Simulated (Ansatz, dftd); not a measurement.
System: H₂BO, charge 0, doublet. H2BO (SMILES [BH]O, doublet).
B3LYP-D3(BJ)/def2-TZVP minimum from Ansatz (a first-principles code):
```xyz
4

B     -0.4730    -0.6229     0.1195
H     -1.3395    -0.8031    -0.6929
O      0.4179     0.3657     0.0926
H      0.3614     0.9919    -0.6451
```
Charge 0, spin multiplicity 2.

Quantity: atomisation energy (electronic, to ground-state atoms), in kcal/mol. Open shells are spin-unrestricted; no spin-orbit coupling. Cores are frozen in correlated methods. Rows without X2C or -DK are non-relativistic. CBS(X,Y): correlation extrapolated as X^-3, Hartree-Fock from the larger set (Q,5: extrapolated as (X+1)exp(-9√X)). A bracket is a step between two methods taken in the basis named. The functionals are non-relativistic, so their misses hold any scalar relativity. '+ core + X2C': CCSD(T) terms for core correlation (cc-pwCVTZ) and scalar relativity (cc-pVTZ-DK). Where a partner has so few electrons that a lower coupled-cluster level is exact, that level stands in.

```csv
level,program,atomisation energy (kcal/mol),difference against the last row
PBE-D3(BJ)/def2-TZVPD,Ansatz + dftd3,333.3,9.8
CAM-B3LYP-D3(BJ)/def2-TZVPD,Ansatz + dftd3,327.9,4.4
CAM-B3LYP-D4/def2-TZVPD,Ansatz + dftd4,327.9,4.4
wB97M-V/def2-TZVPD,Ansatz,324.1,0.6
CCSDT(Q)/cc-pVDZ,Ansatz,296.3,-27.2
CCSDTQ/cc-pVDZ,Ansatz,296.2,-27.3
"CCSD(T)/CBS(cc-pVQZ,cc-pV5Z) + [CCSDTQ - CCSD(T)]/cc-pVDZ + core + X2C",Ansatz,323.8,0.3
"CCSD(T)/CBS(cc-pVQZ,cc-pV5Z) + [CCSDT(Q) - CCSD(T)]/cc-pVTZ + [CCSDTQ - CCSDT(Q)]/cc-pVDZ + core + X2C",Ansatz,323.5,0.0
```
